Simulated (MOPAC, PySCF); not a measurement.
C2H2N2O, SMILES `[H]/N=C/OC#N`, neutral singlet in the gas phase. 

Cartesian coordinates (Å):
SMILES: [H]/N=C/OC#N
```xyz
7

N      2.5510     0.6785     0.1257
C      1.6152    -0.0092     0.0190
O      0.6478    -0.8793    -0.1134
C     -0.6698    -0.3918    -0.0625
N     -0.9022     0.8279     0.1029
H     -1.3351    -1.2533    -0.1896
H     -1.9070     1.0272     0.1179
```
Charge 0, spin multiplicity 1.

All levels are single points at this geometry (PBE-D3(BJ)/def2-TZVP); Pople sets use spherical d functions. Orbital energies aren't observables, and empty levels follow the basis.

```
level                          HOMO (eV)  LUMO (eV)  gap (eV)  dipole (D)  vertical IE, Delta-SCF (eV)
-----------------------------  ---------  ---------  --------  ----------  ---------------------------
PBE-D3(BJ)/def2-TZVP in PySCF      -7.50      -2.22      5.27        5.37                            –
B3LYP/3-21G in PySCF               -8.09      -0.74      7.36        5.36                            –
B3LYP/6-311+G** in PySCF           -8.68      -1.52      7.15        5.62                            –
B3LYP/6-31G* in PySCF              -8.25      -0.95      7.30        5.42                        10.98
HF/6-31G* in PySCF                -11.87       3.63     15.50        6.04                        10.67
AM1 in MOPAC                      -11.54       0.46     12.00        4.66                            –
PM3 in MOPAC                      -11.27       0.18     11.44        5.10                            –
PM6 in MOPAC                      -11.53      -0.26     11.27        5.70                            –
PM7 in MOPAC                      -11.61      -0.24     11.37        5.93                            –
```
